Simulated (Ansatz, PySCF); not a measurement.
Ru(CO)2 (C2O2Ru), SMILES [O+]#[C-]->[Ru]<-[C-]#[O+] (connectivity only; charge and spin as stated), neutral, multiplicity 3. Atoms are numbered in the order given.

```xyz
5

Ru    -0.0094    -0.6594     0.0000
O     -0.0016     1.3887    -2.2019
C     -0.0049     0.5210    -1.4443
O     -0.0016     1.3887     2.2019
C     -0.0049     0.5210     1.4443
```
Charge 0, spin multiplicity 3.

Coordinates come from a PBE0-D3(BJ)/def2-SVP optimisation. The spin state was assumed, not searched. The def2 effective core potentials stand for the cores of Ru; spin–orbit coupling is left out.

Two levels are set side by side: PBE-D3(BJ)/def2-SVP (Ansatz, a program for electronic structure) and PBE0-D3(BJ)/def2-SVP (Ansatz). Each level has its own optimised geometry; the coordinates shown are those of the second. Frequencies come from the Hessian of PySCF at each geometry. Differences are taken from unrounded values.

```tsv
quantity	PBE0-D3(BJ)	PBE-D3(BJ)	PBE-D3(BJ) minus PBE0-D3(BJ)
mean bond length (Å)	1.509	1.513	0.005
bond Ru1–C3 (Å)	1.865	1.856	-0.010
bond Ru1–C5 (Å)	1.865	1.856	-0.010
bond O2–C3 (Å)	1.152	1.171	0.019
bond O4–C5 (Å)	1.152	1.171	0.019
highest harmonic wavenumber (cm⁻¹)	2124	2004	-121
mean harmonic wavenumber (cm⁻¹)	759	736	-23
zero-point energy (kcal/mol)	9.76	9.46	-0.30
```
